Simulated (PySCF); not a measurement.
Species: CH$_{7}$P$_{2}$Si, net charge 0, doublet state. It need not be the lowest isomer of its formula. SMILES: C[Si](P)P
Geometry from a B3LYP-D3(BJ)/def2-TZVP (Ansatz) optimisation:
```
Si
C 1 1.8856
H 2 1.0908 1 110.81
H 2 1.0914 3 108.67 1 122.05
H 2 1.0941 3 108.03 4 117.29
P 1 2.2687 2 109.00 3 175.58
H 6 1.4178 1 94.33 2 172.13
H 6 1.4238 7 93.65 1 95.65
P 1 2.2733 2 114.62 3 -57.68
H 9 1.4208 1 94.46 2 48.36
H 9 1.4240 10 93.36 1 94.63
```
Charge 0, spin multiplicity 2.

Dispersion corrections to the total energy (kcal/mol) from the dftd3 and dftd4 libraries through PySCF: D3(BJ) without and D4 with the three-body term, each with the damping fitted for the functional named.

```csv
functional,D3(BJ),D4
PBE,-7.32,-7.17
PBE0,-6.72,-6.16
HSE06,?,-5.81
PW6B95,-4.64,-5.84
r2SCAN,-2.15,?
BLYP,?,-15.33
B3LYP,-13.59,-11.64
```

Question: Fill in the missing entries.

Answer: 
- HSE06, D3(BJ): -5.67
- r2SCAN, D4: -1.75
- BLYP, D3(BJ): -16.37
